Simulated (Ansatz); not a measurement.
The cluster Zn₅Te₄. Total charge 0; quintet. Geometry PBE-D4/def2-SVP; atoms count from 1.

Cartesian coordinates in Å:
```
Zn 1.591 1.237 1.629
Zn -0.444 -0.470 0.881
Zn 1.033 0.803 -0.897
Zn -2.441 -1.277 -1.999
Zn 0.161 -1.361 -1.716
Te -0.116 0.458 3.304
Te -1.200 -2.850 0.022
Te 3.046 2.234 -0.183
Te -1.630 1.226 -1.041
```

In the def2 sets Te takes a core potential; there is no spin–orbit coupling. At PBE0-D4/def2-SVP a singlet of charge 0 lies 2.93 eV below the quintet, each at its own geometry. The structure comes from a short search, and lower isomers may exist.

(1) Estimate the Mulliken populations from the PBE0/def2-SVP orbitals of Ansatz.

(2) Where does the spin sit?

(3) And the Mayer bond orders between heavy atoms (over 0.3)?

## Answers

(1) 
```csv
atom,charge (e),spin (α − β),d electrons
Zn1,0.31,0.02,9.94
Zn2,0.24,0.16,9.93
Zn3,0.20,0.27,9.93
Zn4,0.21,0.68,9.97
Zn5,0.15,0.55,9.95
Te6,-0.17,0.73,–
Te7,-0.32,0.49,–
Te8,-0.30,0.38,–
Te9,-0.33,0.71,–
```
Mulliken values depend strongly on the basis.

(2) Summed by element: Zn 1.68, Te 2.32, of 4 unpaired in all. Largest on single atoms: Te6 0.73, Te9 0.71, Zn4 0.68.

(3) Zn1–Te6 0.90 (2.51 Å); Zn1–Te8 0.99 (2.53 Å); Zn2–Zn3 0.31 (2.64 Å); Zn2–Te6 0.69 (2.62 Å); Zn2–Te7 0.68 (2.64 Å); Zn2–Te9 0.44 (2.82 Å); Zn3–Zn5 0.48 (2.47 Å); Zn3–Te8 0.83 (2.57 Å); Zn3–Te9 0.57 (2.70 Å); Zn4–Te7 0.49 (2.85 Å); Zn4–Te9 0.48 (2.80 Å); Zn5–Te7 0.71 (2.66 Å).
